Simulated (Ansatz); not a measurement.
`CCBN[SiH3]` and `CCBS` differ in one atom or group.

Ansatz, PBE0-D4/def2-TZVP geometries, multiplicity 1. Each molecule was computed in one conformer, which needn't be the lowest.

```
                                        property  `CCBN[SiH3]`
               HOMO energy (PBE/def2-TZVPP) / eV         -6.92
              HOMO energy (PBE0/def2-TZVPP) / eV         -8.24
           LUMO energy (ωB97M-V/def2-TZVPP) / eV          1.90
size of the dipole moment (B3LYP/def2-TZVPP) / D          1.16
             HOMO energy (B3LYP/def2-TZVPP) / eV         -8.02
             HOMO–LUMO gap (PBE/def2-TZVPP) / eV          6.19
```

Give the same properties after the change, and the shifts. (Best estimate.)

Computed: 
| property | `CCBS` | shift |
| --- | --- | --- |
| HOMO energy (PBE/def2-TZVPP) / eV | -6.93 | -0.01 |
| HOMO energy (PBE0/def2-TZVPP) / eV | -8.09 | 0.15 |
| LUMO energy (ωB97M-V/def2-TZVPP) / eV | 1.15 | -0.75 |
| size of the dipole moment (B3LYP/def2-TZVPP) / D | 1.29 | 0.13 |
| HOMO energy (B3LYP/def2-TZVPP) / eV | -7.84 | 0.18 |
| HOMO–LUMO gap (PBE/def2-TZVPP) / eV | 5.17 | -1.02 |

With PBE0 the HOMO rises by 0.15 eV and the LUMO falls by 1.06 eV, so the gap narrows by about 1.21 eV. PBE moves the HOMO by -0.01 eV and ωB97M-V by 0.24 eV. Dipoles are sizes alone; their direction can turn.

B3LYP here is the variant with VWN-RPA as its local correlation; programs differ in this.
